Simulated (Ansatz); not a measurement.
A nudged elastic band was laid between two geometries of ClH6NOSiZn (11 atoms, charge 0, multiplicity 1).

Theory: RKS B3LYP/def2-SVP (Ansatz 0.2.0).

```yaml
movable_images: 5
climbing_image: from the first iteration
spring: 5.0 eV/Å²
optimiser: lbfgs
start_path: through a guess of the saddle point
force_threshold: 0.05 eV/Å
iteration_limit: 60
end_points: relaxed
```

Image 0:

```xyz
11
Properties=species:S:1:pos:R:3
Zn 0.158 0.023 0.274
O -0.485 -0.422 1.913
H -1.392 -0.748 1.946
Cl 0.142 0.372 -1.859
N 2.025 0.740 1.130
H 2.683 -0.043 1.153
Si 2.713 2.229 0.407
H 3.262 1.854 -0.917
H 1.602 3.209 0.302
H 3.794 2.794 1.264
H 1.648 0.831 2.080
```

Image 6:

```xyz
11
Properties=species:S:1:pos:R:3
Zn 0.628 0.009 -0.167
O -0.173 -0.281 1.825
H -0.994 0.090 2.177
Cl -0.780 -0.475 -1.701
N 2.173 0.672 0.699
H 2.887 -0.037 0.881
Si 2.825 2.267 0.488
H 3.726 2.455 -0.699
H 1.667 3.203 0.316
H 3.610 2.709 1.686
H 0.581 0.228 2.188
```

Question: Which bonds break or form, and what moves?

Answer: Bonds broken: N5–H11. Bonds formed: O2–H11.

Question: Give the energies along the band, and the barrier.

Answer: The run converged. The highest image is number 4 of 0 to 6, 53.4 kJ/mol above the first end and 28.4 kJ/mol above the last; the last end lies 24.9 kJ/mol above the first. The order of the point at the top wasn't checked. The orbitals stay closed-shell, which can raise the energy where a bond breaks towards radicals; this wasn't checked here.

```tsv
image	path coordinate (Å)	energy (kJ/mol)	N5–H11 (Å)	O2–H11 (Å)
0	0.00	0.0	1.03	2.48
1	0.58	0.7	1.03	2.20
2	1.17	2.7	1.03	1.98
3	1.76	12.9	1.05	1.71
4	2.34	53.4	1.33	1.21
5	2.90	28.5	1.86	1.00
6	3.45	24.9	2.23	0.98
```

Question: What is the geometry of the highest image?

Answer: 
```xyz
11
Properties=species:S:1:pos:R:3:forces:R:3
Zn 0.382 0.000 -0.136 0.00 -0.02 0.02
O -0.039 -0.217 1.785 0.04 0.01 -0.03
H -0.772 0.085 2.335 -0.02 0.05 -0.01
Cl -0.544 -0.224 -2.048 0.00 -0.02 0.02
N 2.011 0.629 0.900 -0.01 -0.01 -0.01
H 2.734 -0.090 0.994 0.00 0.00 -0.02
Si 2.699 2.220 0.602 0.01 -0.01 0.00
H 3.621 2.187 -0.573 0.00 0.04 0.00
H 1.566 3.146 0.309 -0.01 0.00 0.01
H 3.460 2.760 1.770 0.00 -0.03 0.01
H 1.032 0.343 1.755 0.00 -0.01 0.00
```

The run took 16 min on 4 threads of Intel(R) Xeon(R) Platinum 8259CL CPU @ 2.50GHz (Skylake/Cascade Lake), with other jobs on the host, peak memory 0.41 GiB.
